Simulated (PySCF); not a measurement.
BGeH6NO2, SMILES OB(O)[NH][GeH3].

Geometry: PBE-D3(BJ)/def2-SVP. The structure was generated by enumeration, and PubChem lists no compound with its InChIKey, so it may never have been made. One conformer was computed; it need not be the lowest.

The numbers are results of PBE-D3(BJ)/def2-SVP (PySCF), not measurements.

Frequencies are harmonic and unscaled.

Problem. Give all harmonic wavenumbers and intensities. (Estimate from the structure and the level; the computed values follow.)

Solution. 
| mode | ν (cm⁻¹) | IR (km/mol) | moving atoms (share of kinetic energy) |
|---|---|---|---|
| 1 | 84 | 6.1 | N 38 %, O 34 %, H 21 % |
| 2 | 104 | 0.5 | H 86 %, N 10 % |
| 3 | 117 | 3.2 | O 50 %, Ge 21 %, N 14 %, H 10 % |
| 4 | 265 | 13.2 | H 85 %, N 10 % |
| 5 | 334 | 1.7 | O 56 %, Ge 20 %, H 13 %, B 10 % |
| 6 | 445 | 113.4 | H 84 %, O 11 % |
| 7 | 446 | 31.8 | O 46 %, H 28 %, N 14 %, B 10 % |
| 8 | 473 | 138.3 | H 95 % |
| 9 | 574 | 32.3 | H 70 %, O 12 % |
| 10 | 611 | 3.3 | H 60 %, B 31 % |
| 11 | 639 | 52.4 | B 49 %, H 32 %, N 10 % |
| 12 | 721 | 78.9 | N 57 %, H 27 %, Ge 8 % |
| 13 | 829 | 160.3 | H 92 % |
| 14 | 839 | 50.4 | H 99 % |
| 15 | 865 | 32.0 | H 97 % |
| 16 | 894 | 3.0 | O 47 %, N 30 %, H 22 % |
| 17 | 960 | 118.5 | H 83 %, O 14 % |
| 18 | 992 | 110.4 | H 76 %, O 19 % |
| 19 | 1146 | 46.8 | H 68 %, N 16 %, O 9 % |
| 20 | 1409 | 215.6 | B 71 %, O 18 %, H 9 % |
| 21 | 1440 | 631.8 | B 65 %, N 19 % |
| 22 | 2078 | 95.1 | H 99 % |
| 23 | 2087 | 136.6 | H 98 % |
| 24 | 2091 | 106.3 | H 99 % |
| 25 | 3565 | 23.6 | H 93 % |
| 26 | 3771 | 69.7 | H 94 % |
| 27 | 3778 | 51.2 | H 94 % |
